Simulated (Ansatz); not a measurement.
Species: C$_{2}$H$_{3}$O$_{2}$, SMILES `CC([O])=O` (charge 0, multiplicity 2).

### Question
Give a relaxed geometry from Ansatz (an electronic-structure program) with PBE-D3(BJ)/def2-TZVP.

### Answer
the end point of this relaxation (outside a Z-matrix the atoms follow the SMILES, hydrogens last).
Z-matrix (Å, degrees):
```
C
H 1 1.0903
H 1 1.0932 2 113.47
H 1 1.0945 2 112.90 3 -128.71
C 1 1.6629 2 108.73 4 -114.67
O 5 1.2290 1 110.07 2 -171.59
O 5 1.2358 6 141.59 1 179.31
```
